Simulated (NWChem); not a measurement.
A series in which one site is exchanged, each optimised at PBE0/def2-SVP with NWChem, gas phase unless a solvent is named. All stand in one matching conformer (torsions within 35°), which need not be the lowest. This build's default masses of Se (78.918 u) and Br (79.917 u) are each other's, which moves their modes by up to 0.6 %. Some are not confirmed as minima by frequencies. def2 effective core potentials on I; no spin-orbit coupling.

A: [F][Be][N](C)C (C₂H₆BeFN; site = F)
B: C[N]([Be][I])C (C₂H₆BeIN; site = I)
C: C[N](C)[Be][Br] (C$_{2}$H$_{6}$BeBrN; site = Br)
D: C[N]([Be][Cl])C (C2H6BeClN; site = Cl)

Values for A:

dipole (D), PBE0/def2-SVP: 2.01
orbital gap (eV), PBE0/def2-SVP: 6.52
static polarisability, CAM-B3LYP/def2-SVPD (bohr³): 47.9

### Question
How do these values change for the other members?

### Answer
```json
[
 {"change from A": "dipole (D), PBE0/def2-SVP", "B": "+0.15", "C": "+0.09", "D": "+0.12"},
 {"change from A": "orbital gap (eV), PBE0/def2-SVP", "B": "-0.17", "C": "+0.13", "D": "+0.17"},
 {"change from A": "static polarisability, CAM-B3LYP/def2-SVPD (bohr³)", "B": "+37.4", "C": "+23.0", "D": "+14.7"}
]
```
